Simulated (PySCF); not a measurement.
Zn(Me)2, C2H6Zn, SMILES [CH3][Zn][CH3], PBE0/def2-SVP optimised geometry.

```
9

Zn     0.00     0.00     0.00
C     -1.95     0.00     0.00
H     -2.35    -1.02     0.06
H     -2.35     0.47    -0.91
H     -2.35     0.56     0.86
C      1.95     0.00     0.00
H      2.35    -0.46     0.92
H      2.35     1.02    -0.06
H      2.35    -0.56    -0.86
```

Density from PySCF with PBE0/def2-TZVP at that geometry.

Minimum of the electron density along straight lines between bonded atoms, close to the bond critical point (lines longer than 1.1 times the sum of covalent radii, or with two minima, are not listed):

```tsv
bond	length / Å	ρ at the minimum / e bohr⁻³	∇²ρ there / e bohr⁻⁵	position (fraction from the first atom)
Zn1–C2	1.947	0.114	0.22	0.49
C2–H3	1.103	0.264	-0.85	0.64
C2–H4	1.103	0.264	-0.85	0.64
C2–H5	1.103	0.264	-0.85	0.64
Zn1–C6	1.947	0.114	0.22	0.49
C6–H7	1.103	0.264	-0.85	0.64
C6–H8	1.103	0.264	-0.85	0.64
C6–H9	1.103	0.264	-0.85	0.64
```
